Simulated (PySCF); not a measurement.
C3H10O2SeSi (SMILES CO[Si](C)([SeH])OC), singlet, at a GFN2-xTB geometry; CASSCF(2,4)/STO-3G (PySCF).

Input for PySCF:
```python
from pyscf import gto, scf, mcscf
import numpy

mol = gto.Mole()
mol.atom = '''
    C    -1.198337   -2.351791   -0.468691
    O     0.037751   -1.763424   -0.180448
    Si    0.423812   -0.195493   -0.336935
    C     0.695601    0.278139   -2.164116
    Se   -1.229530    1.067477    0.603168
    O     1.679427    0.131544    0.623460
    C     2.980080   -0.375094    0.517558
    H    -1.252553   -3.299306    0.066619
    H    -1.294474   -2.530225   -1.541894
    H    -2.019291   -1.705031   -0.142435
    H    -0.236778    0.257645   -2.721195
    H     1.384734   -0.410599   -2.645797
    H     1.106412    1.279360   -2.253792
    H    -0.384197    2.099900    1.103013
    H     3.442642   -0.042842   -0.413801
    H     2.971397   -1.464897    0.542515
    H     3.551281    0.006196    1.363544
'''
mol.basis = 'sto-3g'
mol.charge = 0
mol.spin = 0
mol.verbose = 4
mol.build()

mf = scf.RHF(mol)
mf.kernel()
mc = mcscf.CASSCF(mf, 4, 2)
mc.fix_spin_(ss=0.0)
mc.kernel()
occ = numpy.linalg.eigvalsh(mc.fcisolver.make_rdm1(mc.ci, mc.ncas, mc.nelecas))[::-1]
ss = mc.fcisolver.spin_square(mc.ci, mc.ncas, mc.nelecas)[0]
print('natural occupations', occ.round(4), ' <S^2>', round(ss, 4))
```

It wrote (shortened):

```
PySCF version 2.14.0

[INPUT] verbose = 4
[INPUT] num. atoms = 17
[INPUT] num. electrons = 92
[INPUT] charge = 0
[INPUT] spin (= nelec alpha-beta = 2S) = 0
[INPUT] symmetry False subgroup None
[INPUT] Mole.unit = angstrom
[INPUT] Symbol           X                Y                Z      unit          X                Y                Z       unit  Magmom
[INPUT]  1 C     -1.198337000000  -2.351791000000  -0.468691000000 AA   -2.264528734933  -4.444240892217  -0.885697627049 Bohr   0.0
[INPUT]  2 O      0.037751000000  -1.763424000000  -0.180448000000 AA    0.071339050928  -3.332388401485  -0.340997299726 Bohr   0.0
[INPUT]  3 Si     0.423812000000  -0.195493000000  -0.336935000000 AA    0.800888608304  -0.369428229270  -0.636714871780 Bohr   0.0
[INPUT]  4 C      0.695601000000   0.278139000000  -2.164116000000 AA    1.314495381974   0.525606534560  -4.089586541789 Bohr   0.0
[INPUT]  5 Se    -1.229530000000   1.067477000000   0.603168000000 AA   -2.323474961936   2.017239174272   1.139822327102 Bohr   0.0
[INPUT]  6 O      1.679427000000   0.131544000000   0.623460000000 AA    3.173657076200   0.248582133330   1.178168649621 Bohr   0.0
[INPUT]  7 C      2.980080000000  -0.375094000000   0.517558000000 AA    5.631535029294  -0.708824930968   0.978042873578 Bohr   0.0
[INPUT]  8 H     -1.252553000000  -3.299306000000   0.066619000000 AA   -2.366982126502  -6.234784741134   0.125891664692 Bohr   0.0
[INPUT]  9 H     -1.294474000000  -2.530225000000  -1.541894000000 AA   -2.446201335370  -4.781432283528  -2.913757373110 Bohr   0.0
[INPUT] 10 H     -2.019291000000  -1.705031000000  -0.142435000000 AA   -3.815906955799  -3.222041623893  -0.269163140552 Bohr   0.0
[INPUT] 11 H     -0.236778000000   0.257645000000  -2.721195000000 AA   -0.447445572322   0.486878487364  -5.142313281536 Bohr   0.0
[INPUT] 12 H      1.384734000000  -0.410599000000  -2.645797000000 AA    2.616768015373  -0.775919657020  -4.999831711196 Bohr   0.0
[INPUT] 13 H      1.106412000000   1.279360000000  -2.253792000000 AA    2.090815660932   2.417640014724  -4.259049621736 Bohr   0.0
[INPUT] 14 H     -0.384197000000   2.099900000000   1.103013000000 AA   -0.726027107880   3.968235888974   2.084392481835 Bohr   0.0
[INPUT] 15 H      3.442642000000  -0.042842000000  -0.413801000000 AA    6.505650524925  -0.080959646629  -0.781970560071 Bohr   0.0
[INPUT] 16 H      2.971397000000  -1.464897000000   0.542515000000 AA    5.615126537354  -2.768254130697   1.025204768468 Bohr   0.0
[INPUT] 17 H      3.551281000000   0.006196000000   1.363544000000 AA    6.710948481372   0.011708743068   2.576724718794 Bohr   0.0

nuclear repulsion = 667.5360553155
number of shells = 38
number of NR pGTOs = 186
number of NR cGTOs = 62
basis = sto-3g
ecp = {}

******** <class 'pyscf.scf.hf.RHF'> ********
method = RHF
initial guess = minao
damping factor = 0
level_shift factor = 0
DIIS = <class 'pyscf.scf.diis.CDIIS'>
diis_start_cycle = 1
diis_space = 8
diis_damp = 0
SCF conv_tol = 1e-09
SCF conv_tol_grad = None
SCF max_cycles = 50
direct_scf = True
direct_scf_tol = 1e-13
Set gradient conv threshold to 3.16228e-05
Initial guess from minao.
init E= -2922.49968528522
  HOMO = -0.422700280890978  LUMO = 0.00712100281591299  gap/eV = 11.69603
cycle= 1 E= -2924.77990018538  delta_E= -2.28  |g|= 0.677  |ddm|= 4.87
  HOMO = -0.169656794107158  LUMO = 0.37301008829717  gap/eV = 14.76672
cycle= 2 E= -2924.9650863729  delta_E= -0.185  |g|= 0.175  |ddm|= 1.29
  HOMO = -0.23283248496759  LUMO = 0.364707726132434  gap/eV = 16.25990
cycle= 3 E= -2924.97555974861  delta_E= -0.0105  |g|= 0.0388  |ddm|= 0.285
  HOMO = -0.256303762619025  LUMO = 0.354581970689147  gap/eV = 16.62305
cycle= 4 E= -2924.97642165563  delta_E= -0.000862  |g|= 0.00832  |ddm|= 0.087
  HOMO = -0.256418058652867  LUMO = 0.353785208176518  gap/eV = 16.60448
cycle= 5 E= -2924.97646709725  delta_E= -4.54e-05  |g|= 0.00162  |ddm|= 0.0234
  HOMO = -0.256396751692336  LUMO = 0.353865936939629  gap/eV = 16.60609
cycle= 6 E= -2924.97646865987  delta_E= -1.56e-06  |g|= 0.000373  |ddm|= 0.004
  HOMO = -0.256544528974491  LUMO = 0.353830721311996  gap/eV = 16.60916
cycle= 7 E= -2924.97646875776  delta_E= -9.79e-08  |g|= 7.61e-05  |ddm|= 0.00112
  HOMO = -0.256547773224048  LUMO = 0.353807027255391  gap/eV = 16.60860
cycle= 8 E= -2924.97646876224  delta_E= -4.47e-09  |g|= 2.1e-05  |ddm|= 0.000234
  HOMO = -0.256548313506275  LUMO = 0.353810012410826  gap/eV = 16.60870
cycle= 9 E= -2924.97646876262  delta_E= -3.89e-10  |g|= 3.26e-06  |ddm|= 7.91e-05
  HOMO = -0.256547912443714  LUMO = 0.353810116061153  gap/eV = 16.60869
Extra cycle  E= -2924.97646876262  delta_E= 4.09e-12  |g|= 1.32e-06  |ddm|= 7.35e-06
converged SCF energy = -2924.97646876262

******** <class 'pyscf.mcscf.mc1step.CASSCF'> ********
CAS (1e+1e, 4o), ncore = 45, nvir = 13
max_cycle_macro = 50
max_cycle_micro = 4
conv_tol = 1e-07
conv_tol_grad = None
orbital rotation max_stepsize = 0.02
orbital rotation threshold for CI restart = 0.01
augmented hessian ah_max_cycle = 30
augmented hessian ah_conv_tol = 1e-12
augmented hessian ah_linear dependence = 1e-14
augmented hessian ah_level shift = 1e-08
augmented hessian ah_start_tol = 2.5
augmented hessian ah_start_cycle = 3
augmented hessian ah_grad_trust_region = 3
kf_trust_region = 3
kf_interval = 4
ci_response_space = 4
ci_grad_trust_region = 3
with_dep4 0
natorb = False
canonicalization = True
sorting_mo_energy = False
ao2mo_level = 2
internal_rotation = False
******** <class 'pyscf.fci.addons.SpinPenaltyFCISolver'> ********
max. cycles = 50
conv_tol = 1e-08
davidson only = True
linear dependence = 1e-12
level shift = 0.001
max iter space = 12
nroots = 1
pspace_size = 400
spin = None
CASCI E = -2924.97701115150  S^2 = 0.0000000
Set conv_tol_grad to 0.000316228
macro iter   1 ( 21 JK    4 micro), CASSCF E = -2924.97709679912  dE = -8.56476245e-05  S^2 = 0.0000000
               |grad[o]|=0.00133  |grad[c]|=0.0114  |ddm|=0.00376  |maxRot[o]|=0.0637
macro iter   2 ( 17 JK    4 micro), CASSCF E = -2924.97722148474  dE = -1.24685618e-04  S^2 = 0.0000000
               |grad[o]|=0.00102  |grad[c]|=0.0128  |ddm|=0.0153  |maxRot[o]|= 0.12
macro iter   3 ( 21 JK    4 micro), CASSCF E = -2924.97745424823  dE = -2.32763487e-04  S^2 = 0.0000000
               |grad[o]|=0.00101  |grad[c]|=0.00322  |ddm|=0.00216  |maxRot[o]|=0.122
macro iter   4 ( 21 JK    4 micro), CASSCF E = -2924.97898150502  dE = -1.52725679e-03  S^2 = 0.0000000
               |grad[o]|=0.00144  |grad[c]|=0.0467  |ddm|=0.0272  |maxRot[o]|=0.215
macro iter   5 ( 21 JK    4 micro), CASSCF E = -2924.98170772129  dE = -2.72621628e-03  S^2 = 0.0000000
               |grad[o]|=0.00632  |grad[c]|=0.0472  |ddm|=0.0546  |maxRot[o]|=0.138
macro iter   6 ( 21 JK    4 micro), CASSCF E = -2924.98602274533  dE = -4.31502403e-03  S^2 = 0.0000000
               |grad[o]|=0.0106  |grad[c]|=0.0162  |ddm|=0.0115  |maxRot[o]|=0.158
macro iter   7 ( 21 JK    4 micro), CASSCF E = -2924.98987096253  dE = -3.84821720e-03  S^2 = 0.0000000
               |grad[o]|=0.0113  |grad[c]|=0.0109  |ddm|=0.00726  |maxRot[o]|=0.158
macro iter   8 ( 12 JK    3 micro), CASSCF E = -2924.99240494025  dE = -2.53397772e-03  S^2 = 0.0000000
               |grad[o]|=0.00812  |grad[c]|=0.0249  |ddm|=0.0079  |maxRot[o]|=0.148
macro iter   9 ( 16 JK    4 micro), CASSCF E = -2924.99323999879  dE = -8.35058539e-04  S^2 = 0.0000000
               |grad[o]|=0.00445  |grad[c]|=0.00597  |ddm|=0.00218  |maxRot[o]|=0.111
macro iter  10 ( 10 JK    3 micro), CASSCF E = -2924.99331084747  dE = -7.08486750e-05  S^2 = 0.0000000
               |grad[o]|=0.00137  |grad[c]|=0.00175  |ddm|=0.000489  |maxRot[o]|=0.0381
macro iter  11 (  6 JK    2 micro), CASSCF E = -2924.99331187277  dE = -1.02530612e-06  S^2 = 0.0000000
               |grad[o]|=0.000184  |grad[c]|=3.43e-05  |ddm|=9.94e-05  |maxRot[o]|=0.00364
macro iter  12 (  1 JK    1 micro), CASSCF E = -2924.99331187277  dE = -1.36424205e-12  S^2 = 0.0000000
               |grad[o]|=2.57e-05  |grad[c]|=1.2e-06  |ddm|=8.38e-07  |maxRot[o]|=    0
1-step CASSCF converged in  12 macro (188 JK  41 micro) steps
CASSCF canonicalization
Density matrix diagonal elements [1.97222395e+00 1.79747674e-03 2.42987298e-02 1.67984485e-03]
CASSCF energy = -2924.99331187277
CASCI E = -2924.99331187277  E(CI) = -1.49816620442880  S^2 = 0.0000000
natural occupations [1.9723e+00 2.7600e-02 1.0000e-04 0.0000e+00]  <S^2> 0.0
```
